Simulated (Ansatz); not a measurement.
Be₂I₅⁻. Total charge -1; singlet. Geometry r2SCAN-D4/def2-SVPD.

```xyz
7

Be    0.471    1.507    1.114
Be   -0.563   -1.571   -0.978
I    -2.411   -2.720   -1.698
I     1.572    2.034    3.055
I    -0.811   -0.560    1.220
I     1.489   -1.485   -1.961
I     0.253    2.794   -0.752
```

In the def2 sets I takes a core potential; there is no spin–orbit coupling. B3LYP takes the VWN-RPA correlation. Another isomer (singlet) lies 0.24 eV lower at PBE0-D4/def2-TZVPD; other spin states weren't run for this one.

Problem. Estimate the orbital energies around the gap (eV) in Ansatz with PBE-D4/def2-TZVPD, r2SCAN-D4/def2-TZVPD, B3LYP-D4/def2-TZVPD, PBE0-D4/def2-TZVPD.

Solution. 
```
orbital  PBE-D4/def2-TZVPD  r2SCAN-D4/def2-TZVPD  B3LYP-D4/def2-TZVPD  PBE0-D4/def2-TZVPD
 HOMO−5              -3.35                 -3.64                -4.20               -4.46
 HOMO−4              -3.21                 -3.50                -4.05               -4.31
 HOMO−3              -3.16                 -3.45                -4.00               -4.25
 HOMO−2              -3.03                 -3.32                -3.86               -4.11
 HOMO−1              -2.94                 -3.23                -3.78               -4.04
   HOMO              -2.85                 -3.13                -3.68               -3.94
   LUMO               1.28                  1.60                 1.89                1.98
 LUMO+1               1.59                  1.92                 1.96                2.13
 LUMO+2               1.66                  2.15                 2.15                2.29
 LUMO+3               2.04                  2.53                 2.24                2.40
 LUMO+4               2.25                  2.71                 2.39                2.56
 LUMO+5               2.32                  2.77                 2.50                2.65
```
